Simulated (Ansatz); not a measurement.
```xyz
5

F    -0.782    1.698    1.202
Ga   -0.370    0.147    0.494
Se    1.048    0.370   -1.312
H    -0.975   -1.131    1.129
H     1.078   -1.085   -1.513
```

Charge 0, multiplicity 1.

Q: List the PBE0/def2-TZVPP orbital energies in eV (the Gaussian-basis code of Ansatz). (An estimate is asked.)

A: Ansatz gave: Occupied: -12361.95, -10148.05, -1584.76, -1421.78, -1421.75, -1421.72, -1253.86, -1110.05, -1109.95, -1109.93, -672.68, -215.17, -158.73, -158.64, -158.51, -152.22, -105.22, -104.98, -104.94, -58.74, -58.71, -58.60, -58.53, -58.52, -31.59, -24.31, -24.22, -24.17, -24.11, -23.97, -19.80, -13.38, -11.52, -10.99, -10.83, -10.69, -8.77, -7.68. Lowest empty: -1.32, -0.63, -0.01, 0.67, 3.09, 3.81, 4.19, 4.40.
